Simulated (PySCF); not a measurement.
Unknown compound

An unknown has the formula C6H21AlN2. Its calculated NMR data are:

¹H NMR (300 MHz, computed): δ 3.14 (br, 3H), 2.19 (s, 18H).

¹³C{¹H} NMR (computed): δ 45.8 (6C).

- B97-2/pcSseg-1 with gauge-including orbitals
- PBE0-D3(BJ)/def2-SVP structure
- code: PySCF
- a single conformation, no relativistic terms, rapidly exchanging positions averaged, isolated molecule

Chemical shifts δ = σref − σ; TMS for ¹H (σref 31.38) and ¹³C (σref 183.69), all at this level.

Deduce the structure.

## Answers


1. 1 carbon signal for 6 carbons: some carbons are equivalent by symmetry or fast rotation.
2. Carbon types of the structure: 6 × CH3, leaving 3 H on heteroatoms.
3. δC 45.8: methyl carbon bonded to N; the inductive effect lowers its shielding.
4. δH 3.14: hydrogen on an aluminium bonded to 2 N.
5. δH 2.19: hydrogen on a methyl carbon bonded to N; its carbon carries N, hence the downfield position.

The compound is `InChI=1S/2C3H9N.Al.3H/c2*1-4(2)3;;;;/h2*1-3H3;;;;`.

This is the structure that produced the data.

Hydrides on Al or Ga are broadened by the quadrupolar metal nucleus. Shifts are as computed. Against solution values, carbons near 30 ppm lie about +1 ppm off and those near 130 ppm about +2 ppm. Of 1211 compounds with measured shifts, 218 miss one by over three times the rms of a fit or turn the order of signals round; such compounds aren't used in these exercises. No couplings were computed; multiplicities are counted from neighbouring protons, with m where these are inequivalent, close in shift, in a saturated or five-membered ring or joined by F or P, and br s for small geminal =CH2 splittings.
